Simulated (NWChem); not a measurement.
# pyrimidine (C$_{4}$H$_{4}$N$_{2}$); SMILES c1ncccn1

All runs: NWChem. Coordinates come from a B3LYP/6-31G* (spherical d) optimisation.

**Question.** Predict the results for Hartree-Fock/def2-SVP. Quantities: highest occupied level (eV); orbital gap (eV); dipole (D).

**Answer.** 
```
Item                         Result
---------------------------  ------
highest occupied level (eV)  -10.37
orbital gap (eV)              13.02
dipole (D)                     2.44
```
